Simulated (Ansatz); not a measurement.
Mulliken charges of CH6SeSi2 (`[SiH3]C([SiH3])=[Se]`) from PBE/def2-TZVPP in Ansatz (PBE0-D4/def2-TZVP geometry).

```json
{"atom": "Si1", "x (Å)": "-0.444", "y (Å)": "1.365", "z (Å)": "-0.797", "charge (e)": "0.205"}
{"atom": "C2", "x (Å)": "-0.420", "y (Å)": "-0.464", "z (Å)": "-0.374", "charge (e)": "-0.116"}
{"atom": "Si3", "x (Å)": "0.679", "y (Å)": "-1.106", "z (Å)": "1.006", "charge (e)": "0.205"}
{"atom": "Se4", "x (Å)": "-1.438", "y (Å)": "-1.588", "z (Å)": "-1.281", "charge (e)": "-0.063"}
{"atom": "H5", "x (Å)": "-1.056", "y (Å)": "1.586", "z (Å)": "-2.127", "charge (e)": "-0.031"}
{"atom": "H6", "x (Å)": "-1.225", "y (Å)": "2.065", "z (Å)": "0.259", "charge (e)": "-0.039"}
{"atom": "H7", "x (Å)": "0.948", "y (Å)": "1.894", "z (Å)": "-0.764", "charge (e)": "-0.045"}
{"atom": "H8", "x (Å)": "0.269", "y (Å)": "-2.471", "z (Å)": "1.409", "charge (e)": "-0.031"}
{"atom": "H9", "x (Å)": "2.081", "y (Å)": "-1.109", "z (Å)": "0.508", "charge (e)": "-0.039"}
{"atom": "H10", "x (Å)": "0.606", "y (Å)": "-0.172", "z (Å)": "2.163", "charge (e)": "-0.045"}
```

Q: By hand: the dipole of these point charges (1 e Å = 4.8032 D).

A: Σ q r = (0.109, 0.120, 0.096) e Å, of length 0.188 e Å = 0.90 D.

Q: How does the dipole of the full density compare? (An estimate is asked.)

A: The calculation gave: (0.109, 0.120, 0.097) e Å, 0.91 D; the point charges give 0.99 times that, at 0° from its direction.

Point charges leave out the atoms' own dipoles, such as those of lone pairs, and Mulliken's split depends on the basis, so the close match here is no proof of good charges.
